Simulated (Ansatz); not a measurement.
The same path of CH5As (7 atoms, charge 0, multiplicity 1) was run 3 times with different band settings. Lost on the way: C1–H4. Made: As2–H4.

Method: RKS r2SCAN-D4/def2-TZVP in Ansatz.

Relaxed end points:

```xyz
7
Properties=species:S:1:pos:R:3
C -0.062 -0.754 -0.256
As 0.727 0.809 0.667
H -0.248 -1.532 0.484
H 0.664 -1.129 -0.977
H -0.990 -0.507 -0.767
H -0.577 1.274 1.303
H 0.548 1.771 -0.500
```

```xyz
7
Properties=species:S:1:pos:R:3
C -0.619 -0.927 -0.545
As 0.379 0.423 0.153
H -0.582 -1.804 0.102
H 1.816 0.006 0.290
H -1.639 -0.590 -0.735
H 0.274 1.236 1.480
H 0.431 1.590 -0.791
```

Common settings: movable images 7; climbing image yes; spring 5.0 eV/Å²; start path through a guess of the saddle point; iteration limit 60; end points relaxed.

| run | optimiser | force threshold |
| --- | --- | --- |
| 1 | quadratic models (default) | 0.05 eV/Å |
| 2 | quadratic models (default) | 0.5 eV/Å |
| 3 | fire | 0.05 eV/Å |

(1) What does each run give, and how far can it be trusted?

## Answers

(1) Run 1: converged after 11 iterations, highest image 4.043 eV above the first end. Neighbouring images differ by up to 1.7 eV, so the band resolves the path poorly. A vibrational analysis at the climbing image gives one clearly imaginary mode, 1019i cm⁻¹: a first-order saddle point.
Run 2: converged after 8 iterations, highest image 4.047 eV above the first end. The threshold of 0.5 eV/Å is loose, so the images may lie well off the minimum-energy path. Neighbouring images differ by up to 1.6 eV, so the band resolves the path poorly. The order of the stationary point at the top wasn't checked.
Run 3: converged after 52 iterations, highest image 4.045 eV above the first end. Neighbouring images differ by up to 1.7 eV, so the band resolves the path poorly. Another band between the same ends (7 images) ends at a top of the same energy, where a vibrational analysis finds 1 clearly imaginary mode.
The orbitals stay closed-shell, which can raise the energy where a bond breaks towards radicals; this wasn't checked here.
